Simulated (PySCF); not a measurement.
# [TcO2]+: from structure and modes to constants

Computed with UPBE in PySCF with Tc def2-TZVP with ECP28, O def2-TZVP; scalar-relativistic core potentials, no spin–orbit coupling; density-fitted integrals.

The triplet minimum has C2v symmetry. Masses (u): Tc 98.90722, O 15.99492.

```xyz
3
charge 1 multiplicity 3, angstrom
Tc   -0.2160    0.0000    0.0000
O     0.6666    0.0000    1.4063
O     0.6666    0.0000   -1.4063
```

Harmonic wavenumbers (cm⁻¹): 311.2 (a1, ×1), 980.4 (b2, ×1), 1033.8 (a1, ×1).

Task: Find the principal moments of inertia and the rotational constants. What kind of rotor is it?

Result: About the centre of mass I = 18.829, 63.27, 82.099 u Å². With B = 16.8576/I this gives 0.8953, 0.2664, 0.2053 cm⁻¹. The molecule is an asymmetric top with κ = -0.82.

Task: What is the harmonic zero-point energy?

Result: Half the sum of all 3 wavenumbers, 2325/2 = 1163 cm⁻¹, which is 13.9 kJ/mol (1 cm⁻¹ = 0.0119627 kJ/mol).

Task: Find the vibrational entropy and heat capacity at 298.15 K.

Result: With u = 1.43878 ω/T, each mode gives S = R[u/(eᵘ−1) − ln(1−e⁻ᵘ)] and C = R u² eᵘ/(eᵘ−1)².
```csv
ω (cm⁻¹),u,S (J/(mol K)),C (J/(mol K))
311.2,1.502,5.67,6.91
980.4,4.731,0.42,1.67
1033.8,4.989,0.34,1.43
```
The sums over all modes are S = 6.4 and C = 10.0 J/(mol K); the softest mode gives 88 % of the entropy.

Other isomers or separated fragments may lie lower. With open d or f shells other occupations or spin states may lie lower.
